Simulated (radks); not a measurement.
Task: The mean radii <r> (bohr) of the occupied orbitals of an atom or ion are listed with their occupations. Method: non-relativistic Kohn-Sham, TPSS, spin-polarised, spherical densities, point nucleus; meta-GGA in the generalised Kohn-Sham scheme; computed with a radial shooting solver on a logarithmic mesh with Libxc functionals.

orbital  occ.      <r>
1s up       1  0.02867
1s down     1  0.02867
2s up       1   0.1234
2s down     1   0.1234
2p up       3   0.1051
2p down     3   0.1051
3s up       1   0.3275
3s down     1   0.3275
3p up       3   0.3181
3p down     3   0.3181
3d up       5   0.2890
3d down     5   0.2890
4s up       1   0.7700
4s down     1   0.7701
4p up       3   0.8050
4p down     3   0.8047
4d up       5   0.9152
4d down     5   0.9123
5s up       1    2.006
5s down     1    2.003
5p up       3    2.328
5p down     1    2.358

Name the element and its charge. Open shells, if any, are filled with parallel spins first.

Result: Z = 53, iodine, charge +1: I+ in [Kr] 4d10 5s2 5p4. The 1s radius gives Z: for a bare nucleus <r> = 1.5/Z, 0.0283 bohr for Z = 53, and screening makes it slightly larger (0.02867 here). The occupations add up to 52, and the charge is Z minus that.
